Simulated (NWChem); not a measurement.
System: GeHOCl, singlet; SMILES [OH][Ge][Cl]

Input file for NWChem:

```
start job
memory heap 200 mb stack 900 mb global 1100 mb
geometry units angstroms noautoz
  Ge     0.375283     0.522250     0.000000
  Cl    -0.123630    -1.612776     0.000000
  O     -1.304197     1.121611     0.000000
  H     -1.350247     2.086615     0.000000
end
basis spherical
  * library def2-tzvpp
end
dft
  xc xpbe96 cpbe96
  iterations 150
  mulliken
end
task dft energy
```

NWChem printed, in part:

```
             Northwest Computational Chemistry Package (NWChem) 7.3.0
             --------------------------------------------------------

 CS  symmetry detected

                             Geometry "geometry" -> ""
                             -------------------------

 Output coordinates in angstroms (scale by  1.889725989 to convert to a.u.)

  No.       Tag          Charge          X              Y              Z
 ---- ---------------- ---------- -------------- -------------- --------------
    1 Ge                  32.0000     0.43293012     0.49511654     0.00000000
    2 Cl                  17.0000    -0.17209685    -1.61229718     0.00000000
    3 O                    8.0000    -1.21448547     1.17769148     0.00000000
    4 H                    1.0000    -1.21223376     2.14379098     0.00000000

 Effective nuclear repulsion energy (a.u.)     245.3891902261

      Symmetry information
      --------------------

 Group name             Cs
 Group number              2
 Group order               2
 No. of unique centers     4

  pbe96 is a nonlocal functional; adding pw91lda local functional.

                                 NWChem DFT Module
                                 -----------------

 Summary of "ao basis" -> "ao basis" (spherical)
 ------------------------------------------------------------------------------
       Tag                 Description            Shells   Functions and Types
 ---------------- ------------------------------  ------  ---------------------
 Ge                        def2-tzvpp               16       48   6s5p4d1f
 Cl                        def2-tzvpp               14       42   5s5p3d1f
 O                         def2-tzvpp               11       31   5s3p2d1f
 H                         def2-tzvpp                6       14   3s2p1d

      Symmetry analysis of basis
      --------------------------

        a'         91
        a"         44

            General Information
            -------------------
          SCF calculation type: DFT
          Wavefunction type:  closed shell.
          No. of atoms     :     4
          No. of electrons :    58
           Alpha electrons :    29
            Beta electrons :    29
          Charge           :     0
          Spin multiplicity:     1
          Use of symmetry is: on ; symmetry adaption is: on
          Maximum number of iterations: 150
          AO basis - number of functions:   135
                     number of shells:    47
          Convergence on energy requested:  1.00D-06
          Convergence on density requested:  1.00D-05
          Convergence on gradient requested:  5.00D-04

              XC Information
              --------------
          PerdewBurkeErnzerhof Exchange Functional  1.000
            Perdew 1991 LDA Correlation Functional  1.000 local
           PerdewBurkeErnz. Correlation Functional  1.000 non-local

             Grid Information
             ----------------
          Grid used for XC integration:  medium
          Radial quadrature: Mura-Knowles
          Angular quadrature: Lebedev.
          Tag              B.-S. Rad. Rad. Pts. Rad. Cut. Ang. Pts.
          ---              ---------- --------- --------- ---------
          Ge                  1.25      112           8.0       590
          Cl                  1.00       88          11.0       590
          O                   0.60       49           9.0       434
          H                   0.35       45          11.0       434
          Grid pruning is: on
          Number of quadrature shells:   294
          Spatial weights used:  Erf1

      Superposition of Atomic Density Guess
      -------------------------------------

 Sum of atomic energies:       -2610.06786740

      Non-variational initial energy
      ------------------------------

 Total energy =   -2610.427837
 1-e energy   =   -4123.379923
 2-e energy   =    1267.562895
 HOMO         =      -0.293047
 LUMO         =      -0.035291

      Symmetry analysis of molecular orbitals - initial
      -------------------------------------------------

  Numbering of irreducible representations:

     1 a'          2 a"

  Orbital symmetries:

     1 a'          2 a'          3 a'          4 a'          5 a'
     6 a"          7 a'          8 a'          9 a'         10 a'
    11 a"         12 a'         13 a'         14 a'         15 a"
    16 a'         17 a'         18 a'         19 a"         20 a"
    21 a'         22 a'         23 a'         24 a'         25 a'
    26 a"         27 a"         28 a'         29 a'         30 a"
    31 a'         32 a'         33 a'         34 a'         35 a"
    36 a'         37 a"         38 a'         39 a'

     ---------------------------------------------
      Total Density - Mulliken Population Analysis
     ---------------------------------------------

    Atom       Charge   Shell Charges
 -----------   ------   -------------------------------------------------------
    1 Ge  32    30.97   2.00  2.00  1.17  0.78  0.99  0.97  5.98  4.40  1.59  0.58  0.33  8.92  1.09  0.05  0.07  0.04
    2 Cl  17    17.55   2.01  0.45  1.52  1.12  0.85  4.19  1.69  1.12  3.00  1.58  0.00  0.00  0.01  0.00
    3 O    8     8.82   0.79  1.18  0.61  0.94  0.24  2.03  2.15  0.87  0.00  0.01  0.00
    4 H    1     0.66   0.20  0.31  0.07  0.02  0.05  0.01

   convergence    iter        energy       DeltaE   RMS-Dens  Diis-err
 ---------------- ----- ----------------- --------- --------- ---------
 d= 0,ls=0.0,diis     1  -2612.4580635562 -2.86D+03  1.32D-02  1.82D+00
 d= 0,ls=0.0,diis     2  -2611.5129586730  9.45D-01  1.11D-02  8.84D+00
 d= 0,ls=0.0,diis     3  -2612.5021259076 -9.89D-01  4.31D-03  7.19D-01
 d= 0,ls=0.0,diis     4  -2612.5503351547 -4.82D-02  2.87D-03  1.68D-01
 d= 0,ls=0.0,diis     5  -2612.5707136608 -2.04D-02  8.37D-04  3.07D-02
  Resetting Diis
 d= 0,ls=0.0,diis     6  -2612.5742201269 -3.51D-03  1.11D-04  2.20D-03
 d= 0,ls=0.0,diis     7  -2612.5743272064 -1.07D-04  1.37D-04  1.19D-04
 d= 0,ls=0.0,diis     8  -2612.5742498285  7.74D-05  8.81D-05  9.44D-04
 d= 0,ls=0.0,diis     9  -2612.5743395613 -8.97D-05  1.36D-05  9.62D-06
 d= 0,ls=0.0,diis    10  -2612.5743400238 -4.62D-07  4.51D-06  1.40D-06

         Total DFT energy =    -2612.574340023771
      One electron energy =    -4123.757243402591
           Coulomb energy =     1381.470892851589
    Exchange-Corr. energy =     -115.677179698878
 Nuclear repulsion energy =      245.389190226109

 Numeric. integr. density =       58.000002800527

                  Occupations of the irreducible representations
                  ----------------------------------------------

                     irrep           alpha         beta
                     --------     --------     --------
                     a'               22.0         22.0
                     a"                7.0          7.0

                       DFT Final Molecular Orbital Analysis
                       ------------------------------------

 Vector   27  Occ=2.000000D+00  E=-2.800563D-01  Symmetry=a"
              MO Center= -4.0D-01, -8.7D-01, -6.4D-15, r^2= 2.7D+00
   Bfn.  Coefficient  Atom+Function         Bfn.  Coefficient  Atom+Function
  ----- ------------  ---------------      ----- ------------  ---------------
    65      0.464857  2 Cl pz                68      0.305076  2 Cl pz
    98     -0.239519  3 O  pz                62      0.219837  2 Cl pz
   101     -0.195322  3 O  pz                56     -0.181705  2 Cl pz
   104     -0.150134  3 O  pz                59     -0.082270  2 Cl pz
    23      0.043069  1 Ge d -1              38     -0.036682  1 Ge d -1

 Vector   28  Occ=2.000000D+00  E=-2.790759D-01  Symmetry=a'
              MO Center= -1.2D-01, -1.3D+00, -7.4D-15, r^2= 1.8D+00
   Bfn.  Coefficient  Atom+Function         Bfn.  Coefficient  Atom+Function
  ----- ------------  ---------------      ----- ------------  ---------------
    63      0.443936  2 Cl px                66      0.284715  2 Cl px
    64     -0.257772  2 Cl py                60      0.208656  2 Cl px
    54     -0.173053  2 Cl px                67     -0.172138  2 Cl py
    61     -0.120635  2 Cl py                 6      0.119609  1 Ge s
    16      0.109099  1 Ge px                55      0.099937  2 Cl py

 Vector   29  Occ=2.000000D+00  E=-2.415818D-01  Symmetry=a'
              MO Center=  1.3D-01,  1.8D-01,  6.0D-15, r^2= 3.5D+00
   Bfn.  Coefficient  Atom+Function         Bfn.  Coefficient  Atom+Function
  ----- ------------  ---------------      ----- ------------  ---------------
     6      0.492500  1 Ge s                  5      0.320430  1 Ge s
    96     -0.251447  3 O  px                16      0.242913  1 Ge px
    63     -0.243538  2 Cl px                99     -0.201576  3 O  px
    64     -0.194129  2 Cl py                66     -0.183274  2 Cl px
   102     -0.176814  3 O  px                 4     -0.156467  1 Ge s

 Vector   30  Occ=0.000000D+00  E=-1.127699D-01  Symmetry=a"
              MO Center=  3.7D-01,  4.1D-01, -3.2D-14, r^2= 3.0D+00
   Bfn.  Coefficient  Atom+Function         Bfn.  Coefficient  Atom+Function
  ----- ------------  ---------------      ----- ------------  ---------------
    21      0.630554  1 Ge pz                18      0.500085  1 Ge pz
    12     -0.214126  1 Ge pz                68     -0.184564  2 Cl pz
    98     -0.180477  3 O  pz               104     -0.172767  3 O  pz
    65     -0.160044  2 Cl pz               101     -0.141120  3 O  pz
    62     -0.088155  2 Cl pz                 9      0.081756  1 Ge pz

[...]
```

Level: PBE/def2-TZVPP. Low-valent species are run as closed-shell singlets; no triplet was tried in these runs. Structure relaxed at the PBE0/def2-SVP level.
